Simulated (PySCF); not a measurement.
Potential energy surface of Ga₂O, singlet: map of symmetric stretch and bend. Scanned: O-Ga bond length and Ga-O-Ga angle.

Method: PBE0/cc-pVDZ in PySCF.

Energy in kcal/mol above the lowest grid point; x is the O-Ga bond length (Å), y the Ga-O-Ga angle (°).

```
y \ x    1.55  1.64  1.73  1.82  1.91     2  2.09  2.18  2.28  2.37  2.46
------  -----  ----  ----  ----  ----  ----  ----  ----  ----  ----  ----
180      59.5  22.3   4.7   0.0   3.7  12.8  25.2  39.6  56.6  72.2  87.6
171.36   59.7  22.4   4.8   0.0   3.7  12.8  25.2  39.6  56.6  72.2  87.5
162.73   60.1  22.7   5.0   0.2   3.8  12.8  25.2  39.5  56.4  72.0  87.3
154.09   61.0  23.3   5.4   0.4   3.9  12.9  25.2  39.4  56.2  71.7  87.0
145.45   62.3  24.3   6.1   0.9   4.2  13.0  25.2  39.3  56.0  71.4  86.6
136.82   64.4  25.8   7.2   1.7   4.8  13.4  25.3  39.3  55.9  71.1  86.2
128.18   67.5  28.2   8.9   3.0   5.7  14.0  25.7  39.4  55.9  71.0  85.9
119.55   72.1  31.7  11.6   5.0   7.1  15.0  26.4  39.9  56.1  71.0  85.8
110.91   78.7  36.7  15.5   7.9   9.4  16.7  27.7  40.8  56.7  71.4  86.0
102.27   88.3  44.0  21.1  12.3  12.8  19.4  29.7  42.4  57.9  72.2  86.6
93.64   102.9  54.8  29.3  18.6  17.7  23.2  32.8  44.8  59.7  73.7  87.7
85      126.1  71.9  42.0  28.2  25.1  29.0  37.4  48.5  62.6  76.0  89.6
```

Points that lie below all their neighbours on the grid: x = 1.82, y = 180 on the edge of the grid (0.0 kcal/mol).
